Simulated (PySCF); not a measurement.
Circular dichroism: `InChI=1S/C10H17N/c1-11(2)10-8-6-4-3-5-7-9-10/h6H,3-5,7,9H2,1-2H3`

Geometry:
| atom | x (Å) | y (Å) | z (Å) |
| --- | --- | --- | --- |
| C1 | 3.756 | 0.145 | -0.050 |
| N2 | 2.596 | 0.551 | 0.704 |
| C3 | 2.877 | 1.430 | 1.808 |
| C4 | 1.426 | 0.830 | 0.003 |
| C5 | 0.598 | 1.832 | 0.281 |
| C6 | -0.551 | 2.406 | 0.557 |
| C7 | -1.641 | 1.641 | 1.271 |
| C8 | -2.312 | 0.623 | 0.340 |
| C9 | -1.406 | -0.474 | -0.237 |
| C10 | -0.483 | -0.094 | -1.414 |
| C11 | 1.013 | -0.118 | -1.104 |
| H12 | 4.505 | -0.288 | 0.631 |
| H13 | 3.495 | -0.628 | -0.785 |
| H14 | 4.236 | 0.986 | -0.595 |
| H15 | 2.002 | 1.487 | 2.471 |
| H16 | 3.728 | 1.040 | 2.385 |
| H17 | 3.115 | 2.464 | 1.480 |
| H18 | -0.792 | 3.407 | 0.171 |
| H19 | -1.214 | 1.106 | 2.135 |
| H20 | -2.405 | 2.330 | 1.666 |
| H21 | -3.127 | 0.136 | 0.903 |
| H22 | -2.802 | 1.159 | -0.494 |
| H23 | -0.802 | -0.905 | 0.582 |
| H24 | -2.068 | -1.290 | -0.570 |
| H25 | -0.755 | 0.902 | -1.799 |
| H26 | -0.651 | -0.792 | -2.250 |
| H27 | 1.298 | -1.132 | -0.773 |
| H28 | 1.583 | 0.078 | -2.030 |

Computed, not measured: TDDFT CAM-B3LYP/def2-SVP circular dichroism and optical rotation, one conformer, IEF-PCM chloroform (non-equilibrium linear response, no local-field factor) in PySCF 2.14.0. Geometry: PBE0-D3(BJ)/def2-SVP.

States above about 6.7 eV (minus the energy of the highest occupied orbital) lie near or above the ionisation threshold and depend on the basis. No stereocentre is labelled: unless the shape is locked (an allene, a helicene, a hindered biaryl), the mirror image is equally populated and a measured rotation or CD is zero.

Question: List the lowest 12 singlet excitations with oscillator and rotatory strengths.

Answer: Rotatory strengths R in 10⁻⁴⁰ esu² cm², velocity form and length form (origin at the centre of mass); f in length form.
```tsv
state	E (eV)	λ (nm)	f	R (velocity)	R (length)	main
1	4.52	275	0.012	-49.2	-50.3	HOMO→LUMO 0.89
2	5.99	207	0.246	+99.3	+102.7	HOMO→LUMO+1 0.65, HOMO−1→LUMO+1 0.12
3	6.22	199	0.461	-219.9	-224.3	HOMO−1→LUMO 0.53, HOMO→LUMO+1 0.22
4	6.64	187	0.046	+31.2	+31.1	HOMO→LUMO+2 0.83, HOMO→LUMO+3 0.08
5	7.06	176	0.196	+69.1	+70.9	HOMO−1→LUMO+1 0.61, HOMO−1→LUMO 0.29
6	7.33	169	0.016	-27.9	-26.2	HOMO−2→LUMO 0.75
7	7.39	168	0.024	+17.0	+12.7	HOMO→LUMO+4 0.55, HOMO→LUMO+3 0.24
8	7.55	164	0.043	-6.6	-5.5	HOMO→LUMO+3 0.45, HOMO→LUMO+4 0.31
9	7.77	160	0.023	+21.7	+28.6	HOMO→LUMO+5 0.71, HOMO→LUMO+6 0.08
10	8.06	154	0.008	+6.3	+5.6	HOMO→LUMO+6 0.42, HOMO→LUMO+8 0.20
11	8.22	151	0.020	-51.2	-50.4	HOMO−1→LUMO+2 0.62, HOMO−1→LUMO+5 0.10
12	8.32	149	0.119	+47.7	+46.6	HOMO−2→LUMO+1 0.67
```

Among the states computed, the strongest CD band (largest |R|) is state 3. The largest dissymmetry factor in size, g = 4R/(D+G), with D and G the electric and magnetic dipole strengths, is -0.033 for state 1 (velocity form, f = 0.010), among bands with |R| over 0.5. The mirror image has the same energies and oscillator strengths and all R with the opposite sign.
